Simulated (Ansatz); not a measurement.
Consider the redistribution: `[SiH3][SiH2][SnH3]` + `[AlH2]/[CH]=C/B[SiH3]` → `[AlH2]/[CH]=[CH]/[SnH3]` + `[SiH3]B[SiH2][SiH3]`.

Program: Ansatz. Geometries: PBE0-D4/def2-TZVP. ΔE: electronic, gas phase. CBS: MP2 limit from def2 TZ/QZ plus the TZ coupled-cluster correction, frozen cores. Double bonds are as drawn, so ΔE can hold a change between cis and trans. Functionals use def2-TZVPP. B3LYP here is the variant with VWN-RPA as its local correlation; programs differ in this. def2 core potentials past Kr. For Sn outer-core shells are correlated without core-valence functions, which leaves a few kJ/mol of doubt a bond. Each species was taken in one conformer, which may not be the lowest.

`[SiH3][SiH2][SnH3]`:

Z-matrix (Å, degrees):
```
Si
Si 1 2.336
H 1 1.488 2 109.5
H 1 1.488 2 111.6 3 120.5
H 1 1.488 2 109.5 3 -119.0
Sn 2 2.562 1 110.5 3 59.6
H 2 1.489 1 110.0 3 -179.9
H 2 1.489 1 110.0 3 -61.0
H 6 1.708 2 110.3 1 -59.7
H 6 1.708 2 110.3 1 59.7
H 6 1.708 2 111.4 1 -180.0
```

`[AlH2]/[CH]=C/B[SiH3]`:

```xyz
13

Al    2.232    1.169    1.997
C     1.385   -0.150    0.826
C     0.083   -0.037    0.474
B    -0.518   -0.921   -0.634
Si   -2.113   -0.411   -1.757
H     3.791    1.143    2.280
H     1.277    2.261    2.637
H     1.925   -0.990    0.383
H    -0.491    0.789    0.900
H     0.040   -1.955   -0.879
H    -3.156   -1.475   -1.674
H    -2.746    0.881   -1.364
H    -1.708   -0.304   -3.189
```

`[AlH2]/[CH]=[CH]/[SnH3]`:

Z-matrix (Å, degrees):
```
Sn
C 1 2.141
H 1 1.708 2 110.2
H 1 1.708 2 109.6 3 -120.5
H 1 1.708 2 109.5 3 120.5
C 2 1.340 1 124.5 3 -179.5
H 2 1.092 1 116.5 3 0.5
Al 6 1.944 2 118.5 1 180.0
H 6 1.092 2 118.3 1 -0.0
H 8 1.588 6 116.0 2 -0.1
H 8 1.588 6 122.5 2 180.0
```

`[SiH3]B[SiH2][SiH3]`:

```xyz
13

Si   -0.139    0.328    2.298
B     0.912   -0.457    0.782
Si    0.022   -1.238   -0.799
Si   -0.239    0.738   -2.066
H     0.407    1.626    2.785
H    -0.034   -0.661    3.414
H    -1.584    0.511    1.987
H     2.105   -0.363    0.796
H    -1.347   -1.770   -0.552
H     0.795   -2.210   -1.619
H    -0.981    0.437   -3.320
H    -1.004    1.750   -1.289
H     1.087    1.310   -2.417
```

| level | ΔE (kJ/mol) | difference from CCSD(T)/CBS |
| --- | --- | --- |
| PBE-D4 | 77.5 | -1.0 |
| r2SCAN-D4 | 78.2 | -0.3 |
| PBE0-D4 | 81.5 | 3.0 |
| B3LYP-D4 | 81.2 | 2.7 |
| ωB97X-V | 78.9 | 0.4 |
| ωB97M-V | 80.1 | 1.6 |
| B2PLYP | 82.4 | 3.9 |
| PBE | 79.8 | 1.3 |
| r2SCAN | 78.8 | 0.3 |
| PBE0 | 83.6 | 5.1 |
| B3LYP | 85.2 | 6.7 |
| HF/def2-TZVPP | 90.3 | 11.8 |
| MP2/def2-TZVPP | 78.7 | 0.2 |
| SCS-MP2/def2-TZVPP | 78.2 | -0.3 |
| CCSD/def2-TZVPP | 77.1 | -1.4 |
| CCSD(T)/def2-TZVPP | 75.1 | -3.4 |
| HF/def2-QZVPP | 90.3 | 11.8 |
| MP2/def2-QZVPP | 80.6 | 2.1 |
| SCS-MP2/def2-QZVPP | 80.1 | 1.6 |
| HF/CBS(def2) | 90.3 | 11.8 |
| MP2/CBS(def2) | 82.0 | 3.5 |
| CCSD/CBS(def2) | 80.4 | 1.9 |
| CCSD(T)/CBS | 78.5 | 0 |

Largest T1 diagnostic among the species: 0.015.

The D4 term adds −4.0 kJ/mol with B3LYP and −2.1 kJ/mol with PBE0; it sums over pairs of atoms, weighted by their polarisabilities, and B3LYP, whose exchange is more repulsive, gets the larger term. In def2-TZVPP, CCSD(T) changes the Hartree–Fock value by −15.1 kJ/mol (the triples alone add −1.9 kJ/mol) and MP2 by −11.6 kJ/mol. From PBE to PBE0 (25 % exact exchange), in def2-TZVPP and without D4, ΔE moves by +3.8 kJ/mol.
